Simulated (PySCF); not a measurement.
H₉BO₃Si₃, SMILES [SiH3]OB(O[SiH3])O[SiH3] (GFN2-xTB optimised geometry):

```
16

B     -0.836    -1.506    -2.516
O      0.441    -1.690    -2.902
Si     1.464    -2.229    -4.025
H      1.334    -3.684    -4.143
H      2.759    -1.830    -3.480
H      1.185    -1.586    -5.312
O     -1.090    -0.928    -1.337
Si    -0.470    -0.268     0.000
H      0.995    -0.268     0.000
H     -0.995    -1.098     1.084
H     -0.995     1.098     0.000
O     -1.871    -1.883    -3.277
Si    -2.444    -2.534    -4.634
H     -1.391    -3.173    -5.430
H     -3.047    -1.422    -5.369
H     -3.420    -3.518    -4.166
```

Computed with B3LYP/def2-TZVP (PySCF).

**Question.** What are the frontier orbital energies and the dipole moment?

**Answer.** HOMO-2 -8.75 eV, HOMO-1 -8.57 eV, HOMO -8.40 eV, LUMO -0.48 eV, LUMO+1 0.27 eV; dipole moment 0.95 D.

On the same geometry PBE/def2-TZVP in PySCF 2.14.0 gives HOMO-2 -7.51 eV, HOMO-1 -7.36 eV, HOMO -7.10 eV, LUMO -1.10 eV, LUMO+1 -0.39 eV; dipole moment 0.84 D.

Meta-Löwdin charges at B3LYP/def2-TZVP: B1 0.58, O2 -0.64, Si3 0.80, H4 -0.13, H5 -0.12, H6 -0.13, O7 -0.62, Si8 0.81, H9 -0.13, H10 -0.12, H11 -0.12, O12 -0.63, Si13 0.81, H14 -0.13, H15 -0.12, H16 -0.12.
